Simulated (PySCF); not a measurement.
Computed IR spectrum (relative IR intensity) of a molecule C4H7NSi. Geometry optimised at PBE-D3(BJ)/def2-SVP. The values are those of a single conformer. Computed with PySCF with PBE-D3(BJ)/def2-SVP. Frequencies are harmonic and unscaled.

ν (cm⁻¹): 198 (vw), 337 (w), 455 (w), 555 (m), 585 (vw), 620 (w), 647 (m), 663 (w), 812 (s), 819 (s), 888 (s), 892 (vw), 961 (w), 1046 (w), 1179 (w), 1241 (w), 1264 (w), 1396 (w), 1403 (w), 1529 (w), 1581 (m), 2153 (vs), 2160 (vs), 2952 (m), 3023 (w), 3049 (m), 3062 (m), 3080 (m) (against the strongest line: vs over 80 %, s over 45 %, m over 15 %, w over 4 %, vw less)

Q: Which molecule gave these data?
(A) C=C[Si@H]1C=NC1
(B) C=CC#C[SiH2]N
(C) CC1=CN=C[SiH2]1
(D) [SiH3]C1=NC=CC1

A: C, CC1=CN=C[SiH2]1
